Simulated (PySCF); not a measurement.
C4H9Te (SMILES CC(C)(C)[Te]), doublet, geometry from GFN2-xTB (all electrons, no relativity); HF/3-21G (PySCF).

Input for PySCF:
```python
from pyscf import gto, scf

mol = gto.Mole()
mol.atom = '''
    C    -0.66331377    1.14304183   -1.76050903
    C    -0.21073518   -0.17142730   -1.14920207
    C     1.07045161   -0.64728561   -1.81137420
    C    -1.29892130   -1.22119765   -1.29127904
    Te    0.18266326    0.14859156    0.99611745
    H    -1.57485702    1.50051965   -1.28601586
    H    -0.86423567    1.00858375   -2.82421059
    H     0.10397129    1.90716723   -1.65453128
    H     1.86180646    0.09198474   -1.70610261
    H     1.41144430   -1.58320625   -1.37362790
    H     0.89939701   -0.81258538   -2.87595200
    H    -2.21928867   -0.89654247   -0.81027157
    H    -0.99082253   -2.16508588   -0.84631228
    H    -1.51079272   -1.39638410   -2.34689725
'''
mol.basis = '3-21g'
mol.spin = 1
mol.verbose = 4
mol.build()

mf = scf.UHF(mol)
mf.kernel()
mf.analyze()
```

Output, abridged:

```
PySCF version 2.14.0

[INPUT] verbose = 4
[INPUT] num. atoms = 14
[INPUT] num. electrons = 85
[INPUT] charge = 0
[INPUT] spin (= nelec alpha-beta = 2S) = 1
[INPUT] symmetry False subgroup None
[INPUT] Mole.unit = angstrom
[INPUT] Symbol           X                Y                Z      unit          X                Y                Z       unit  Magmom
[...]
nuclear repulsion = 436.065971894002
number of shells = 51
number of NR pGTOs = 168
number of NR cGTOs = 85
basis = 3-21g
ecp = {}

******** <class 'pyscf.scf.uhf.UHF'> ********
method = UHF
initial guess = minao
damping factor = 0
level_shift factor = 0
DIIS = <class 'pyscf.scf.diis.CDIIS'>
diis_start_cycle = 1
diis_space = 8
diis_damp = 0
SCF conv_tol = 1e-09
SCF conv_tol_grad = None
SCF max_cycles = 50
direct_scf = True
direct_scf_tol = 1e-13
number electrons alpha = 43  beta = 42
Set gradient conv threshold to 3.16228e-05
init E= -6723.13101450241

cycle= 1 E= -6738.48715518347  delta_E= -15.4  |g|= 0.279  |ddm|= 2.45
cycle= 2 E= -6738.54151056561  delta_E= -0.0544  |g|= 0.135  |ddm|= 0.556
cycle= 3 E= -6738.55097636454  delta_E= -0.00947  |g|= 0.0339  |ddm|= 0.23
cycle= 4 E= -6738.5521317164  delta_E= -0.00116  |g|= 0.00661  |ddm|= 0.0816
cycle= 5 E= -6738.55220352509  delta_E= -7.18e-05  |g|= 0.00345  |ddm|= 0.0193
cycle= 6 E= -6738.55223739774  delta_E= -3.39e-05  |g|= 0.00238  |ddm|= 0.0133
cycle= 7 E= -6738.55226426722  delta_E= -2.69e-05  |g|= 0.00154  |ddm|= 0.0153
cycle= 8 E= -6738.55228128722  delta_E= -1.7e-05  |g|= 0.000692  |ddm|= 0.0179
cycle= 9 E= -6738.55228451254  delta_E= -3.23e-06  |g|= 0.000172  |ddm|= 0.0102
cycle= 10 E= -6738.55228459454  delta_E= -8.2e-08  |g|= 7.49e-05  |ddm|= 0.00143
cycle= 11 E= -6738.55228460354  delta_E= -9e-09  |g|= 4.14e-05  |ddm|= 0.000207
cycle= 12 E= -6738.55228460734  delta_E= -3.8e-09  |g|= 1.68e-05  |ddm|= 0.000177
cycle= 13 E= -6738.55228460788  delta_E= -5.4e-10  |g|= 7.46e-06  |ddm|= 7.26e-05
Extra cycle  E= -6738.55228460795  delta_E= -7.37e-11  |g|= 4.87e-06  |ddm|= 1.49e-05
converged SCF energy = -6738.55228460795  <S^2> = 0.75784522  2S+1 = 2.0078299
**** SCF Summaries ****
Total Energy =                       -6738.552284607950241
Nuclear Repulsion Energy =             436.065971894002132
One-electron Energy =               -10144.142636558612139
Two-electron Energy =                 2969.524380056659538
Two-electron Coulomb Energy =         3162.127472240701536
DFT Exchange-Correlation Energy =     -192.603092184041998
[...]
spin_pop of  4 Te 3dx2-y2    0.00000
spin_pop of  4 Te 4dxy      0.00000
spin_pop of  4 Te 4dyz     -0.00002
spin_pop of  4 Te 4dz^2    -0.00006
spin_pop of  4 Te 4dxz     -0.00002
spin_pop of  4 Te 4dx2-y2   -0.00000
spin_pop of  5 H 1s       -0.00081
spin_pop of  5 H 2s       -0.00003
spin_pop of  6 H 1s       -0.00249
spin_pop of  6 H 2s        0.00000
spin_pop of  7 H 1s       -0.00118
spin_pop of  7 H 2s        0.00004
spin_pop of  8 H 1s       -0.00116
spin_pop of  8 H 2s        0.00003
spin_pop of  9 H 1s       -0.00081
spin_pop of  9 H 2s       -0.00003
spin_pop of  10 H 1s       -0.00271
spin_pop of  10 H 2s        0.00000
spin_pop of  11 H 1s       -0.00125
spin_pop of  11 H 2s        0.00005
spin_pop of  12 H 1s       -0.00127
spin_pop of  12 H 2s        0.00005
spin_pop of  13 H 1s        0.00189
spin_pop of  13 H 2s        0.00001
 ** Mulliken Spin Density (per atom)  **
spin density of  0 C =      0.00877
spin density of  1 C =     -0.08913
spin density of  2 C =      0.00862
spin density of  3 C =      0.01175
spin density of  4 Te =      1.06966
spin density of  5 H =     -0.00084
spin density of  6 H =     -0.00248
spin density of  7 H =     -0.00115
spin density of  8 H =     -0.00113
spin density of  9 H =     -0.00084
spin density of  10 H =     -0.00270
spin density of  11 H =     -0.00120
spin density of  12 H =     -0.00122
spin density of  13 H =      0.00190
 ** Mulliken pop alpha/beta on meta-lowdin orthogonal AOs **
 ** Mulliken pop       alpha | beta **
In total            43.00000 | 42.00000
 ** Mulliken atomic charges   ( Nelec_alpha | Nelec_beta ) **
charge of  0C =     -0.25617  (     3.13247      3.12370 )
charge of  1C =     -0.08721  (     2.99904      3.08817 )
charge of  2C =     -0.25598  (     3.13230      3.12368 )
charge of  3C =     -0.25983  (     3.13579      3.12404 )
charge of  4Te =      0.05754  (    26.50606     25.43640 )
charge of  5H =      0.09414  (     0.45251      0.45335 )
charge of  6H =      0.08431  (     0.45660      0.45909 )
charge of  7H =      0.08694  (     0.45595      0.45710 )
charge of  8H =      0.08712  (     0.45588      0.45700 )
charge of  9H =      0.09397  (     0.45259      0.45343 )
charge of  10H =      0.08401  (     0.45664      0.45935 )
charge of  11H =      0.09063  (     0.45408      0.45528 )
charge of  12H =      0.09029  (     0.45425      0.45546 )
charge of  13H =      0.09024  (     0.45583      0.45393 )
Dipole moment(X, Y, Z, Debye): -0.36166, -0.29718, -1.76308
```
